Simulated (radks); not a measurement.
Task: Ionisation of the potassium ion K3+, [Ne] 3s2 3p4, to [Ne] 3s2 3p3 as the strength of local exchange is varied. Method: non-relativistic Kohn-Sham, Slater X-alpha exchange (alpha = 2/3 is LDA exchange), no correlation, spin-unpolarised, spherical densities, point nucleus; computed with a radial shooting solver on a logarithmic mesh with Libxc functionals.

| alpha | E(K3+) (hartree) | exchange (hartree) | IE (eV) | -e of the level emptied (eV) | <r> of it (bohr) |
|---|---|---|---|---|---|
| 0.667 | -593.79142 | -29.07598 | 61.417 | 53.195 (3p) | 1.300 |
| 0.746 | -597.24292 | -32.66557 | 63.207 | 54.926 (3p) | 1.285 |
| 0.783 | -598.86476 | -34.35738 | 64.054 | 55.746 (3p) | 1.279 |
| 0.863 | -602.38300 | -38.03847 | 65.906 | 57.541 (3p) | 1.265 |
| 0.907 | -604.32479 | -40.07654 | 66.937 | 58.540 (3p) | 1.257 |
| 0.983 | -607.69005 | -43.61938 | 68.735 | 60.286 (3p) | 1.245 |
| ? | -602.11859 | -37.76129 | 65.767 | 57.405 (3p) | 1.266 |

Which alpha was used in the last row?

Result: alpha = 0.857. NIST Atomic Spectra Database: 60.92 eV (semi-empirical). The central value is not met in this range of alpha. Spin polarisation and multiplet splitting are left out, so open shells lie too high by an amount that depends on their filling.

Beside tabulated values, note that spin-unpolarised runs miss the spin-polarisation part of the exchange energy of open shells.
